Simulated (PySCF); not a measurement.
**Vertical excitation energies**

Germanium difluoride, GeF2 (singlet state).
Atom-mapped SMILES: `[F:1][Ge:2][F:3]`

The calculation used TDDFT CAM-B3LYP/def2-SVPD, vertical, gas phase, core orbitals frozen in the response (PySCF 2.14.0, density-fitted response routines). Isolated species at its PBE0-D3(BJ)/def2-SVP geometry, gas phase. The CAM-B3LYP/def2-SVPD calculation is non-relativistic and has no spin–orbit coupling, an omission that weighs most on germanium.

| state | λ (nm) | E (eV) | f | \|μ\| (D) | symmetry | main configurations (H = HOMO, L = LUMO) |
| --- | --- | --- | --- | --- | --- | --- |
| S1 | 225.0 | 5.51 | 0.114 | 2.34 | B1 or B2 | H→L (98%) |
| S2 | 174.9 | 7.09 | 0.0000 | 0.00 | – | H-1→L (99%) |
| S3 | 160.1 | 7.74 | 0.029 | 0.99 | B1 or B2 | H-2→L (65%), H→L+1 (33%) |
| S4 | 151.1 | 8.21 | 0.017 | 0.75 | B1 or B2 | H-4→L (98%) |
| S5 | 146.8 | 8.44 | 0.100 | 1.77 | A1 | H-3→L (45%), H→L+2 (36%), H→L+3 (18%) |
| S6 | 146.0 | 8.49 | 0.359 | 3.34 | B1 or B2 | H→L+1 (63%), H-2→L (30%) |
| S7 | 140.6 | 8.82 | 0.0000 | 0.00 | – | H-5→L (98%) |
| S8 | 139.3 | 8.90 | 0.297 | 2.97 | A1 | H-3→L (47%), H→L+3 (24%), H→L+2 (20%) |
| S9 | 135.4 | 9.16 | 0.0090 | 0.51 | A1 | H→L+3 (56%), H→L+2 (42%) |
| S10 | 124.9 | 9.92 | 0.045 | 1.09 | A1 | H-1→L+1 (90%) |

Triplets, Tamm–Dancoff:

| state | E (eV) | λ (nm) | main configurations (H = HOMO, L = LUMO) |
| --- | --- | --- | --- |
| T1 | 3.69 | 336.0 | H→L (98%) |
| T2 | 6.40 | 193.7 | H→L+1 (96%) |
| T3 | 6.93 | 178.8 | H-1→L (98%) |
| T4 | 7.08 | 175.1 | H-2→L (98%) |

The lowest singlet comes at 225 nm (532 kJ/mol) in the ultraviolet; it is of moderate strength; its leading configuration is HOMO→LUMO (98%). The most intense listed level is S6 at 8.49 eV (146 nm, f = 0.359), 2.98 eV above S1. Löwdin shares by element: HOMO germanium 60%, fluorine 41%; LUMO germanium 75%, fluorine 25%. The listed states span 4.41 eV, and the widest gap between neighbours is 1.58 eV (S1 to S2). Weighted by f, the mean energy of these states is 8.31 eV. Orbital energies (eV): HOMO-3 -13.95, HOMO-2 -13.25, HOMO-1 -12.91, HOMO -10.55, LUMO -1.70, LUMO+1 0.71, LUMO+2 1.29. All these states lie below the vertical ionisation energy of 12.00 eV (ΔSCF). Symmetry labels in C2v follow from the direction of the transition dipole and are given only for states with f of 0.002 or more; B1 and B2 swap with the choice of axes. Singlets were solved by full linear response, triplets in the Tamm–Dancoff approximation.

The run took 8.9 s (grids of density and orbitals included) on an Arm Neoverse V1 with one thread, no GPU (shared host), and the process peaked at 0.35 GiB of memory.
